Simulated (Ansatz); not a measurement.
Basis sets compared for [Te4]2- (Te₄²⁻). The state is a singlet with charge -2. Geometry B3LYP-D4/def2-SVPD. Ansatz on 4 threads of Arm Neoverse V1 on a shared host; times are rough, and most runs start from earlier orbitals.

```xyz
4

Te    1.233    0.481    3.082
Te    1.583   -0.018    0.357
Te   -0.669   -1.133   -0.951
Te   -2.147    0.669   -2.489
```

In the def2 sets Te takes a core potential, while STO-3G treats all electrons; there is no spin–orbit coupling. A multiply charged anion in the gas phase is held together partly by the finite basis. At HF/STO-3G, HF/def2-TZVPD, PBE-D4/def2-SVPD, PBE-D4/def2-TZVPD and others the highest occupied level of the charge -2 singlet lies above zero (up to 4.15 eV). In Hartree–Fock with STO-3G the lack of diffuse functions raises the level. The electron is either unbound and held by the finite basis, or the level is raised by self-interaction error.

STO-3G and 6-31G are all-electron sets without relativity, so their totals don't compare with the def2 sets.

| level | functions | energy (Eh) | HOMO (eV) | LUMO (eV) | wall time |
| --- | --- | --- | --- | --- | --- |
| HF/STO-3G | 108 | -26188.4087 | 4.15 | 12.98 | 1.7 s |
| PBE-D4/def2-SVPD | 140 | -1072.2062 | 2.76 | 3.59 | 2 s |
| PBE0-D4/def2-SVPD | 140 | -1072.2663 | 1.94 | 4.12 | 3.6 s |

**Question.** Estimate the rows for HF/def2-TZVPD, PBE-D4/def2-TZVPD, PBE0-D4/def2-TZVPD.

**Answer.** 
| level | functions | energy (Eh) | HOMO (eV) | LUMO (eV) | wall time |
| --- | --- | --- | --- | --- | --- |
| HF/def2-TZVPD | 236 | -1068.1162 | 0.00 | 5.34 | 7.5 s |
| PBE-D4/def2-TZVPD | 236 | -1072.2423 | 2.74 | 3.60 | 3.2 s |
| PBE0-D4/def2-TZVPD | 236 | -1072.3012 | 1.92 | 4.14 | 7 s |
